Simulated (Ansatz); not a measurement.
Reaction (hydrogenolysis of the Si–Si bond): `F[CH]([AlH2])[SiH2][SiH3]` + H₂ → `F[CH]([AlH2])[SiH3]` + SiH₄

Computed with Ansatz on PBE0-D4/def2-TZVP structures; ΔE is electronic, products minus reactants. CBS: MP2 limit from def2 TZ/QZ plus the TZ coupled-cluster correction, frozen cores. This one scheme is used for every species. Each species was taken in one conformer, which may not be the lowest.

`F[CH]([AlH2])[SiH2][SiH3]`:

Cartesian coordinates in Å:
```
F 0.455 -2.152 -1.656
C 0.501 -1.240 -0.580
Al 2.131 -0.124 -0.655
Si -1.116 -0.255 -0.526
Si -1.115 1.156 1.348
H 0.530 -1.831 0.350
H 2.435 0.783 0.612
H 3.058 -0.145 -1.936
H -2.288 -1.172 -0.477
H -1.233 0.578 -1.756
H -2.483 1.701 1.566
H -0.176 2.292 1.146
H -0.699 0.408 2.565
```

H₂:

Z-matrix (Å, degrees):
```
H
H 1 0.746
```

`F[CH]([AlH2])[SiH3]`:

Cartesian coordinates in Å:
```
F 1.714 -0.047 0.973
C 0.759 -0.119 -0.064
Al -0.267 -1.807 0.044
Si -0.313 1.437 -0.023
H 1.306 -0.094 -1.019
H -0.059 -2.778 1.275
H -1.294 -2.113 -1.126
H -1.173 1.440 1.192
H 0.516 2.670 -0.026
H -1.188 1.411 -1.226
```

SiH₄:

Z-matrix (Å, degrees):
```
Si
H 1 1.485
H 1 1.485 2 109.5
H 1 1.485 2 109.5 3 -120.0
H 1 1.485 2 109.5 3 120.0
```

| species | CCSD(T)/CBS(def2) energy (Eh) |
| --- | --- |
| `F[CH]([AlH2])[SiH2][SiH3]` | -962.78185 |
| H₂ | -1.17544 |
| `F[CH]([AlH2])[SiH3]` | -672.50092 |
| SiH₄ | -291.46306 |

Problem. Work out ΔE.

Solution. ΔE = (-672.50092) + (-291.46306) − (-962.78185) − (-1.17544) = -0.00669 Eh = -0.18 eV.

Largest T1 diagnostic among the species: 0.013.

The D4 term adds +0.13 eV with B3LYP and +0.08 eV with PBE0; it sums over pairs of atoms, weighted by their polarisabilities, and B3LYP, whose exchange is more repulsive, gets the larger term. In def2-TZVPP, CCSD(T) changes the Hartree–Fock value by +0.34 eV (the triples alone add +0.06 eV) and MP2 by +0.35 eV. From PBE to PBE0 (25 % exact exchange), in def2-TZVPP and without D4, ΔE moves by −0.06 eV.

B3LYP here is the variant with VWN-RPA as its local correlation; programs differ in this.
